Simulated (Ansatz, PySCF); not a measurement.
System: aminoborane, sum formula BNH$_{4}$, net charge 0, singlet state. 
Coordinates optimised at B3LYP-D3(BJ)/def2-TZVP (Ansatz, an electronic-structure program):
SMILES: BN
```xyz
6

B     -0.7766     0.0323    -0.0041
N      0.6098    -0.0254     0.0032
H     -1.3984    -0.9854    -0.0254
H     -1.3119     1.0982     0.0110
H      1.1972     0.7922     0.0209
H      1.1274    -0.8889    -0.0085
```

Dipole moments at this geometry, in debye (magnitudes).

```tsv
level	program	dipole (D)
HF/def2-TZVPD	PySCF	1.67
r2SCAN/def2-TZVPD	PySCF	1.95
B3LYP/def2-TZVPD	Ansatz	1.89
PBE0/def2-TZVPD	Ansatz	1.91
BHLYP/def2-TZVPD	Ansatz	1.79
r2SCAN0/def2-TZVPD	Ansatz	1.88
MN15/def2-TZVPD	PySCF	1.97
wB97M-V/def2-TZVPD	Ansatz	1.91
wB97X-V/def2-TZVPD	Ansatz	1.86
CCSD(T)/aug-cc-pVDZ	Ansatz	1.92
```
